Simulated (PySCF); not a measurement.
- structure optimised with GFN2-xTB
- PBE0/pcSseg-1 with gauge-including orbitals
- run in PySCF 2.14
- one computed conformer, fast rotation and ring inversion assumed for equivalent nuclei, gas phase, non-relativistic

δ = σ(ref) − σ, references computed at the same level: TMS for ¹H and ¹³C. Shifts are as computed. Against solution values, carbons near 30 ppm lie about +3 ppm off and those near 130 ppm about +5 ppm. Of 1211 compounds with measured shifts, 218 miss one by over three times the rms of a fit or turn the order of signals round; such compounds aren't used in these exercises. OH and NH positions are gas-phase values without hydrogen bonding to other molecules.

Problem. Order these molecules by the shift of their most shielded carbon, lowest δ first.
A. OC1CC1
B. CCOC(=O)CCOC
C. CP(C)(=O)O
D. COC1=CCCCC1

Solution. A (8.1 ppm, three-membered-ring carbon), B (16.8 ppm, methyl carbon), C (21.1 ppm, methyl carbon bonded to P), D (26.7 ppm, sp3 CH2 in a ring).

Problem. Order these molecules by the shift of their most deshielded carbon-bound hydrogen, lowest δ first.
A. COC1=CCCCC1
B. CP(C)(=O)O
C. OC1CC1

Solution. B (1.30 ppm, hydrogen on a methyl carbon bonded to P), C (3.37 ppm, hydrogen on a three-membered-ring carbon), A (4.51 ppm, hydrogen on a β carbon of an enol-ether or enamine type C=C).

Problem. How many ¹³C and ¹H signals does each give (equivalence by symmetry and fast rotation, but not about amide C–N or C=N bonds)? `OC1CC1`, `C1COC1`, `CCOC(=O)CCOC`, `CP(C)(=O)O`, `C1CC(C2COC2)C1`, `COC1=CCCCC1`

Solution. OC1CC1: 2 C, 4 H; C1COC1: 2 C, 2 H; CCOC(=O)CCOC: 6 C, 5 H; CP(C)(=O)O: 1 C, 2 H; C1CC(C2COC2)C1: 5 C, 8 H; COC1=CCCCC1: 7 C, 6 H.
